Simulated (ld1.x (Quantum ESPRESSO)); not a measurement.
**Ti (Z = 22), RRKJ: configuration errors across variants**

- Element: titanium (Ti)
- Generator: ld1.x (Quantum ESPRESSO) 7.5
- Type: norm-conserving RRKJ (Kleinman–Bylander form)
- Functional: PBE
- Relativity: fully relativistic
- Frozen core: [Ar]
- Valence charge: 4
- Reference configuration: 3d2 4s2 4p0
- Partial waves: 4p (bound, empty): rc 3.85 bohr; 3d (bound): rc 1.30 bohr; 4s (bound): rc 2.15 bohr
- Local potential: the s channel
- Core correction: Bessel-smoothed model core inside 1.15 bohr

Open shells are filled in proportion to 2j + 1 (rel_dist='average').

All-electron excitation energies from the reference (eV): (1) 3d2 4s1 4p0 7.347; (2) 3d2 4s0 4p0 20.919; (3) 3d1 4s0 4p0 47.867; (4) 3d1 4s2 4p0 9.744; (5) 3d2 4s0 4p1 11.123; (6) 3d1 4s2 4p1 4.672; (7) 3d2 4s0 4p2 6.287.

4 further variants failed, have other tests or another functional or relativity, and are left out.

Errors AE − PS in meV (a dash: test not solved or not reliable):

```csv
change,(1),(2),(3),(4),(5),(6),(7),bound ghosts
base,-3.0,-34,-656,-283,-24,-419,-24,none
wave 4s (bound): rc 2.15 bohr becomes 4s (bound): rc 2.52 bohr,-5.9,-43,-582,-411,-27,-505,-25,none
wave 3d (bound): rc 1.30 bohr becomes 3d (bound): rc 1.84 bohr,-1.7,-29,-522,-160,-22,-287,-23,none
```

Task: Give the same row for: all radii but the core radius scaled by about 1.15 (s 2.46, p 4.42, d 1.50 bohr).

Result: -5.3, -40, -553, -369, -23, -453, -18; bound ghosts: none.
